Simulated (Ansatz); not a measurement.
`Cl[BH][ZnH]` + `C[SiH2]N` → `C[SiH2][NH][ZnH]` + `BCl` at 700 K and 1 bar (cleavage of the Zn–B bond).

Computed with Ansatz on PBE0-D4/def2-TZVP structures; ΔE is electronic, products minus reactants. CBS: MP2 limit from def2 TZ/QZ plus the TZ coupled-cluster correction, frozen cores. This one scheme is used for every species. For Zn outer-core shells are correlated without core-valence functions, which leaves a few kJ/mol of doubt a bond. Scalar relativity is left out up to krypton. One conformer a species, not always the lowest.

```csv
species,CCSD(T)/CBS energy (Eh),H − E (kJ/mol),S (J/(mol·K))
`Cl[BH][ZnH]`,-2264.14522,96.9,365.2
`C[SiH2]N`,-386.08232,275.5,406.6
`C[SiH2][NH][ZnH]`,-2164.46335,280.8,481.3
`BCl`,-485.78909,86.3,276.7
```

H − E and S are ideal-gas, rigid-rotor, harmonic terms from PBE0-D4/def2-TZVP, for one conformer and one mirror image of each species. 1 Eh = 2625.50 kJ/mol, R = 8.31446 J/(mol·K).

Task: By hand: ΔE, ΔH, ΔS and ΔG.

Result: ΔE = (-2164.46335) + (-485.78909) − (-2264.14522) − (-386.08232) = -0.02490 Eh = -65.4 kJ/mol. Δ(H − E) = 280.8 + 86.3 − 96.9 − 275.5 = -5.3, so ΔH = -70.7 kJ/mol. ΔS = 481.3 + 276.7 − 365.2 − 406.6 = -13.8 J/(mol·K). ΔG = -70.7 − 700 × (-13.8)/1000 = -61.0 kJ/mol.

Task: By hand: the equilibrium constant, and the temperature at which ΔG would vanish if ΔH and ΔS stayed fixed.

Result: log₁₀ K = −ΔG/(RT ln 10) = 4.6. ΔG = 0 at ΔH/ΔS = 5123 K, far beyond where these terms or the molecules hold.

The number of gas molecules stays the same, so ΔS is small and ΔH decides. A doubt of 5 kJ/mol in ΔE shifts log₁₀ K by 0.4 here. Other conformers and mirror images would add mixing entropy, several J/(mol·K) or more a flexible species. Modes under 60 cm⁻¹, often nearly free rotors, make the harmonic entropy too high. These are equilibria of isolated gas molecules and say nothing of rates. Largest T1 diagnostic: 0.015 (customary marks: 0.02 for closed shells, 0.045 for open ones).
